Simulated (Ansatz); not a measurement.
A CCSD(T) single point on C$_{2}$H$_{5}$ClF$_{2}$Si (`FC[SiH](F)CCl`).

```yaml
crystal:
  periodic: [false, false, false]
  atoms:
    - {symbol: F, position_ang: [-1.219183, -1.252318, 1.286307]}
    - {symbol: C, position_ang: [-1.443625, -0.580656, 0.087461]}
    - {symbol: Si, position_ang: [-0.145948, 0.761360, -0.143932]}
    - {symbol: F, position_ang: [-0.370702, 1.899476, 0.959531]}
    - {symbol: C, position_ang: [1.562989, 0.041212, 0.097335]}
    - {symbol: Cl, position_ang: [1.810109, -1.111467, -1.247059]}
    - {symbol: H, position_ang: [-2.454405, -0.159238, 0.113460]}
    - {symbol: H, position_ang: [-1.402854, -1.308694, -0.729397]}
    - {symbol: H, position_ang: [-0.276726, 1.376158, -1.485395]}
    - {symbol: H, position_ang: [1.651126, -0.511337, 1.032690]}
    - {symbol: H, position_ang: [2.354617, 0.788503, 0.049598]}
basis:
  gaussian: {orbitals: def2-SVP}
correlation: {method: ccsd_t}
```

```sh
$ ansatz run in.yaml --threads 4 --pin off --events-out ev --progress --plain
```

Output of Ansatz, abridged:

```
Functional definition: HF
1132 factors; integrals over basis functions are off by at most 1.5e-3 eV
mean field evaluation 1: about -27904.1336 eV, gradient 3.3e1 eV
mean field evaluation 2: about -27904.2009 eV, gradient 3.3e1 eV
mean field evaluation 4: about -27906.6922 eV, gradient 3.5e0 eV
mean field evaluation 8: about -27906.7298 eV, gradient 9.9e-2 eV
mean field evaluation 16: about -27906.6536 eV, gradient 4.4e-1 eV
mean field -27906.72981870 eV, -1025.5534049762 hartree, gradient 7.4e-6 eV, S^2 0.000000; 0 other end points of the search recorded, 0 dependent functions left out
14 core orbitals not correlated: weight in the atoms' cores, before any rotation towards them, 1.000 or more for the frozen orbitals, at most 0.000 for the correlated occupied ones
reference -27906.72981870 eV, -1025.5534049762 hartree; 19, 19 occupied and 84, 84 virtual orbitals, 1132 factors
second order -23.73403048 eV of doubles, -0.00000000 eV of singles
cycle   1  -24.52247207 eV  change   -7.9e-1 eV  update   1.0e-1
cycle   2  -25.05898667 eV  change   -5.4e-1 eV  update   2.9e-2
cycle   3  -25.19377131 eV  change   -1.3e-1 eV  update   1.4e-2
cycle   4  -25.19114698 eV  change    2.6e-3 eV  update   2.8e-3
cycle   5  -25.19007371 eV  change    1.1e-3 eV  update   1.1e-3
cycle   6  -25.19030887 eV  change   -2.4e-4 eV  update   3.1e-4
cycle   7  -25.19021818 eV  change    9.1e-5 eV  update   1.1e-4
cycle   8  -25.19016535 eV  change    5.3e-5 eV  update   4.2e-5
cycle   9  -25.19017345 eV  change   -8.1e-6 eV  update   1.7e-5
perturbative correction -0.55103571 eV, -0.0202501887 hartree
Total energy: -27932.47102785 eV, -1026.4993769648 hartree
```

It took 11 s on 4 threads of a server CPU on a shared host, with 0.67 GiB of host memory at the peak.

Correlation energy per correlated electron: -0.677 eV. T1 diagnostic: 0.0104.
